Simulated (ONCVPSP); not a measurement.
# antimony, ONCV: configuration errors across variants

ONCVPSP 4.0.1 input, shortened (lines: element, Z, core and valence counts, functional; n l f; lmax; l rc ep ncon nbas qcut; lloc lpopt rc5 dvloc0; l nproj debl; icmod fcfact rcfact), BLYP, fully relativistic:

```
  Sb 51.00    9    2  -106131      upf
    1    0    2.00
    2    0    2.00
    2    1    6.00
    3    0    2.00
    3    1    6.00
    3    2   10.00
    4    0    2.00
    4    1    6.00
    4    2   10.00
    5    0    2.00
    5    1    3.00
    2
    0    2.05    0.00    5    8    3.00
    1    2.30    0.00    4    7    3.10
    2    2.05    0.05    4    9    4.90
    2    5    2.05    0.00
    0    2    0.50
    1    2    0.40
    2    0    2.50
    0    0.00    0.00
```

Open shells are filled in proportion to 2j + 1.

All-electron excitation energies from the reference (eV): (1) 5s2 5p2 8.214; (2) 5s2 5p1 24.147; (3) 5s2 5p0 48.643; (4) 5s2 5p2.5 3.205.

A true bound ghost makes a file unfit for plane-wave use even where its test errors are small: the radial tests pick states by their node count and pass the ghost by.

Errors AE − PS in meV (a dash: test not solved or not reliable):

| change | (1) | (2) | (3) | (4) | bound ghosts | GHOST(+) flags above zero |
| --- | --- | --- | --- | --- | --- | --- |
| base | +10 | +63 | +224 | +2.0 | s | p1/2 |
| p: debl 0.25 | +10 | +63 | +224 | +2.0 | s | p1/2 |
| p: debl 0.35 | +10 | +63 | +224 | +2.0 | s | p1/2 |
| p: debl 0.75 | +10 | +63 | +224 | +2.0 | s | p3/2, p1/2 |
| p: debl 1.35 | +10 | +63 | +224 | +2.0 | s | p3/2, p1/2 |
| p: debl 5.2 | +11 | +66 | +225 | +2.2 | s | p3/2, p1/2 |

**Question.** Give the same row for: p: debl 2.8.

**Answer.** +10, +63, +225, +2.1; bound ghosts: s; GHOST(+) flags above zero: p3/2, p1/2.
